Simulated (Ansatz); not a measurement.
C$_{2}$H$_{6}$InO, SMILES `C[O][In][CH3]` radical, 10 atoms. Total charge 0; spin multiplicity 2. Correlated methods include outer-core shells of In, which these sets cover unevenly. In takes the def2 core potential. All runs use 4 threads of an Intel Xeon Platinum 8488C on a shared host. Correlated methods freeze the cores. Open-shell runs search over several starts.

(1) How many basis functions does each run have, and how long does it take in Ansatz? UHF-CCSD(T)/def2-SVP energy; UKS ωB97M-V/def2-SVP energy; UKS PBE0-D4/def2-SVP energy; UKS r2SCAN0-D4/def2-TZVPP energy; UKS r2SCAN-D4/def2-TZVPP energy and forces; direct RPA on PBE orbitals/def2-TZVPP energy; UHF-MP2/def2-QZVPP energy; UKS ωB97M-V/def2-QZVPP energy; UHF-MP2/def2-TZVPP energy; UKS PBE0-D4/def2-QZVPP energy; UKS PBE0-D4/def2-TZVP frequencies; UKS PBE0-D4/def2-TZVP relaxation (31 steps). (Best estimate.)

## Answers

(1) Computed: Other jobs shared the machine, so times are rough.

| level | job | functions | wall time | peak host memory (GiB) |
| --- | --- | --- | --- | --- |
| UKS PBE0-D4/def2-SVP | energy | 98 | 1.6 s | 0.46 |
| UHF-MP2/def2-TZVPP | energy | 227 | 3.2 s | 0.62 |
| UKS r2SCAN-D4/def2-TZVPP | energy and forces | 227 | 4.1 s | 0.39 |
| UKS ωB97M-V/def2-SVP | energy | 98 | 4.5 s | 0.49 |
| UKS r2SCAN0-D4/def2-TZVPP | energy | 227 | 5.5 s | 0.76 |
| direct RPA on PBE orbitals/def2-TZVPP | energy | 227 | 6 s | 0.71 |
| UKS PBE0-D4/def2-QZVPP | energy | 433 | 9.5 s | 1.7 |
| UHF-CCSD(T)/def2-SVP | energy | 98 | 13 s | 0.99 |
| UKS ωB97M-V/def2-QZVPP | energy | 433 | 18 s | 2.2 |
| UHF-MP2/def2-QZVPP | energy | 433 | 18 s | 2.4 |
| UKS PBE0-D4/def2-TZVP | relaxation (31 steps) | 179 | 82 s | 0.55 |
| UKS PBE0-D4/def2-TZVP | frequencies | 179 | 100 s | 0.55 |
